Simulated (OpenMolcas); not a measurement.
N IV: CASPT2 settings compared

| Item | Value |
| --- | --- |
| Program | OpenMolcas 26.06 |
| Basis | ANO-R3 [4s4p2d1f] |
| Scalar Hamiltonian | X2C, finite nucleus |
| Active space | 2 electrons in 4 orbitals (2s 2p) |
| State averaging | 2S+1 = 1 even, 1 root; 2S+1 = 3 even, 3 roots kept (CI in the orbitals of an earlier block, 0 in the spin-orbit step); 2S+1 = 1 odd, 3 roots; 2S+1 = 3 odd, 3 roots kept (CI in the orbitals of an earlier block) |
| Spin-orbit coupling | RASSI with atomic mean-field integrals over the reference wave functions, term energies averaged over their components |

Methods on the same reference wave functions:
A. CASSCF
B. SS-CASPT2, IPEA 0.5 Eh, sigma2 regulariser 0.25 Eh (closed shells correlated: 1s)
C. XMS-CASPT2, IPEA 0.2 Eh, imaginary shift 0.05 Eh (closed shells correlated: none)
D. XMS-CASPT2, IPEA 0.6 Eh, imaginary shift 0.25 Eh (closed shells correlated: 1s)

Energies in cm-1 above 2s2 1S0, the measured ground level; measured values from Moore, Selected Tables of Atomic Spectra, NSRDS-NBS 3, section 4.

```tsv
Level	A	B	C	D	Measured
2s2 1S0	0.0	0.0	0.0	0.0	0.0
2s 2p 3P* 0	70446	67778	67889	67532	67209
2s 2p 3P* 1	70517	67848	67959	67602	67272
2s 2p 3P* 2	70658	67989	68100	67743	67416
2s 2p 1P* 1	143192	133478	133241	132673	130694
```

Deviations, from unrounded energies. A percentage is the sum of absolute deviations over the sum of measured energies, with the sign that they share, or ± where signs differ.

| Against measurement | Levels | A | B | C | D |
| --- | --- | --- | --- | --- | --- |
| mean absolute deviation (cm-1) | 4 | 5600 | 1100 | 1100 | 740 |
| other configurations (%) | 4 | +6.7 | +1.4 | +1.4 | +0.9 |

D lies closest to measurement on these levels and A furthest from it. The largest miss of D in the table is 2s 2p 1P* 1, by +2000 cm-1. The ranking rests on the paired levels alone, and a cruder setting can come out closer through cancelling errors.

Among B to D the level of the table that moves most is 2s 2p 1P* 1, by 810 cm-1 (lowest in D, highest in B).

The lowest spin-free term lies below A's lowest term by 0.009 hartree in B, 0.002 hartree in C, 0.009 hartree in D.

Terms from blocks run as CI alone lack orbitals of their own. Computed and measured levels are paired by configuration, term and J; levels that our copy of the source lacks, or whose pairing is in doubt (as where it misses far off the trend of its configuration), stay unpaired and out of the deviations. Only configurations of the active space appear.

* marks odd parity.
